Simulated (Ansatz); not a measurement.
```xyz
11

F     0.833   -0.279    1.924
C     0.613    0.218   -1.109
C     0.278    1.399   -0.579
Al   -0.597   -0.304    1.075
S    -1.231   -2.265    0.298
H     1.505   -0.308   -0.786
H     0.027   -0.241   -1.896
H    -0.595    1.946   -0.917
H     0.885    1.865    0.191
H    -1.719    0.758    1.388
H     0.001   -2.790    0.412
```

Charge 0, multiplicity 1. The bonds changed during the relaxation, so this is another structure than the one it started from.

Task: List the B3LYP/def2-TZVPP orbital energies in eV (Ansatz). (An estimate is asked.)

Result: Ansatz gave: Occupied: -2417.33, -1524.76, -670.23, -278.32, -278.29, -215.37, -159.92, -159.82, -159.75, -112.67, -73.38, -73.27, -73.22, -30.80, -22.43, -19.35, -17.20, -14.26, -12.92, -12.49, -11.25, -11.07, -10.95, -10.76, -10.08, -8.77, -8.15, -7.06. Lowest empty: -1.78, 0.23, 0.37, 0.73, 1.08, 1.34, 1.82, 2.22.

B3LYP here is the variant with VWN-RPA as its local correlation; programs differ in this.
